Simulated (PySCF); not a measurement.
H2MgO2, SMILES [OH][Mg][OH].

Coordinates come from a PBE-D3(BJ)/def2-TZVP optimisation. One conformer was computed; it need not be the lowest.

Method: PBE/def2-TZVPD (PySCF).

Symmetry labels are those of the subgroup C2 that the program uses (full group C2).

Computed valence orbital energies around the gap with their symmetry:
```tsv
orbital	symmetry	energy (eV)
HOMO−7	A	-22.81
HOMO−6	B	-22.71
HOMO−5	A	-11.01
HOMO−4	B	-10.60
HOMO−3	A	-6.69
HOMO−2	B	-6.54
HOMO−1	A	-6.40
HOMO	B	-6.35
LUMO	A	-1.98
LUMO+1	B	-0.22
LUMO+2	A	-0.08
LUMO+3	B	0.03
```
